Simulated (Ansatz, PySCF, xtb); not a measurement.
Pair of molecules: CH4 (SMILES C) (first 5 atoms) with GeH4 (SMILES [GeH4]); geometry from B3LYP-D3(BJ)/def2-TZVP.
(charge 0, multiplicity 1):
```xyz
10

C      0.102    -0.069    -0.203
H     -0.575    -0.846     0.150
H      0.165    -0.109    -1.290
H     -0.275     0.907     0.102
H      1.091    -0.227     0.224
Ge    -0.102     0.069     3.602
H      0.510     1.379     3.085
H     -0.197     0.120     5.135
H      0.787    -1.112     3.185
H     -1.506    -0.111     3.009
```

Counterpoise-corrected where a basis set is named; no monomer relaxation. Rows marked so take none.

Rows in 6-31G* carry no dispersion term and start afresh at each structure (6-31G* with six Cartesian d functions); the Pople sets are all-electron and without relativity. MP2/6-31G* freezes PySCF's default core, which leaves 3d correlated.

Codes used: Ansatz (Gaussian basis) for Hartree–Fock, density functionals and correlated methods; PySCF for 6-31G* rows, the dispersion terms; xtb for the GFN methods. 

Problem. One of these levels gives -1.36 kcal/mol for the interaction energy. Which?
A. GFN2-xTB
B. MP2/6-31G* (no counterpoise)
C. HF/aug-cc-pVDZ
D. revPBE-D3(BJ)/def2-TZVPPD

Solution. A, GFN2-xTB. The others give 0.60 (HF/aug-cc-pVDZ), -0.97 (revPBE-D3(BJ)/def2-TZVPPD), -0.27 (MP2/6-31G* (no counterpoise))

Ansatz is an electronic-structure program.
